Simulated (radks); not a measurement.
Valence configurations of Gd I (all share [Xe]). Calculated with a radial shooting solver on a logarithmic mesh with Libxc functionals: scalar-relativistic Kohn-Sham, LDA (Slater exchange, Perdew-Wang correlation), spin-unpolarised, spherical densities, finite nucleus; Fermi nuclear charge, rms radius 5.1569 fm. Energies are relative to 4f7 5d1 6s2; eigenvalues in eV.

valence              E (eV)    e(4f)   e(5d)   e(6p)   e(6s)
4f7 5d1 6s2           0.000   -8.905  -2.691       -  -4.269
4f8 5d1 6s1          -1.501   -2.196  -1.129       -  -3.531
4f5 5d3 6s2          23.858  -22.749  -4.750       -  -4.774
4f6 5d2 6s2           8.975  -15.499  -3.733       -  -4.565
4f7 5d1 6p2           6.094  -11.418  -4.677  -2.463       -
4f7 5d0.5 6s2 6p0.5   0.800  -10.479  -3.755  -1.838  -4.938
4f7 5d2 6s1           1.772   -7.492  -1.899       -  -3.842
4f6 5d2.5 6s1.5       9.461  -14.567  -3.173       -  -4.286
4f8 6s2              -3.821   -3.109       -       -  -3.808

NIST lists [Xe] 4f7 5d1 6s2 as the ground configuration; this level of theory puts 4f8 6s2 lower, by 3.821 eV. The energies are those of spherical spin-averaged densities, not of single terms. No valid solution was reached for [Xe] 4f9 5d1.
